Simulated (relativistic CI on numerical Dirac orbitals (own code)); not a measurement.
Computed by Dirac-Coulomb-Breit CI, orbitals from a KLI potential per configuration, a model potential for QED, unscaled Slater integrals (own radial code, finite nucleus).

Configurations in the expansion (outside the closed core 1s2): 2s², 2s2p, 2p², 2p3s, 2p3p, 2s3s, 2s3p, 2s3d, 2s4s, 2s4p, 2s4d, 2s4f, 2s5s, 3s², 2s5p, 2s5d, 2s5f, 2s5g, 3s3p, 3p². Levels of other configurations are missing.

At this charge energies of transitions that change n are usually good to better than 1 %, and those within a shell (Δn = 0) to a few per cent.

Outline of the computed level scheme of Yb LXVII. Lowest level of each configuration: 2s² ¹S0 at 0.0 eV; 2s2p ³P°0 at 156.6 eV; 2p² ³P0 at 444.4 eV; 2s3s ³S1 at 9665.7 eV; 2s3p ³P°0 at 9740.0 eV; 2p3s ³P°0 at 9861.2 eV; 2p3p ³D1 at 9906.1 eV; 2s3d ³D1 at 10112.0 eV; 2s4s ³S1 at 12976.3 eV.

Some strong electric-dipole decays among the lowest 36 levels: 2s3d ³D3 → 2s2p ³P°2 (1.4e+15 s⁻¹); 2s3d ³D2 → 2s2p ³P°1 (1.3e+15 s⁻¹); 2s3d ¹D2 → 2s2p ¹P°1 (1.1e+15 s⁻¹); 2s3d ³D1 → 2s2p ³P°0 (8.1e+14 s⁻¹); 2p3p ³P0 → 2s2p ³P°1 (5.9e+14 s⁻¹); 2s3p ¹P°1 → 2s² ¹S0 (5.4e+14 s⁻¹); 2p3p ³P1 → 2s2p ³P°2 (4.6e+14 s⁻¹); 2p3p ¹S0 → 2s2p ¹P°1 (4.2e+14 s⁻¹).

LS names give the leading component of a level, which can be under half, so a name can repeat, a term be missing and a line seem to break the LS rules.
